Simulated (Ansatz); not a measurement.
`CB(N)[SiH2]C#N`, relaxed with RKS PBE0-D4/def2-TZVP in Ansatz from a PBE-D4/def2-SVP geometry. The force threshold is 0.005 eV/Å; the program also tests the step.

Charge 0, multiplicity 1.

Start:

```xyz
13

C     0.569   -0.127   -1.591
B    -0.478    0.008   -0.420
N    -1.833   -0.302   -0.588
Si    0.126    0.653    1.419
C     1.573   -0.402    1.966
N     2.477   -1.099    2.242
H     0.136   -0.512   -2.539
H     1.400   -0.803   -1.292
H     1.049    0.852   -1.808
H    -2.214   -0.629   -1.481
H    -2.536   -0.240    0.149
H    -0.909    0.532    2.510
H     0.640    2.069    1.433
```

```csv
step,energy (eV),largest force (eV/Å),largest move (Å)
1,-13715.2404,2.034,0.000
2,-13715.3047,0.171,0.035
3,-13715.3075,0.066,0.014
4,-13715.3076,0.019,0.015
5,-13715.3078,0.013,0.007
6,-13715.3079,0.006,0.012
7,-13715.3079,0.002,0.006
8,-13715.3079,0.009,0.017
9,-13715.3079,0.008,0.011
10,-13715.3079,0.003,0.008
```

End:

```xyz
13

C     0.559   -0.108   -1.596
B    -0.468    0.010   -0.418
N    -1.807   -0.322   -0.577
Si    0.133    0.660    1.409
C     1.542   -0.410    1.973
N     2.411   -1.105    2.273
H     0.113   -0.467   -2.529
H     1.373   -0.789   -1.327
H     1.037    0.856   -1.799
H    -2.181   -0.653   -1.454
H    -2.494   -0.278    0.157
H    -0.896    0.562    2.480
H     0.677    2.044    1.407
```

Hardware: 4 threads of an Arm Neoverse V1 on a shared host. Wall time 59 s, peak host memory 0.66 GiB.
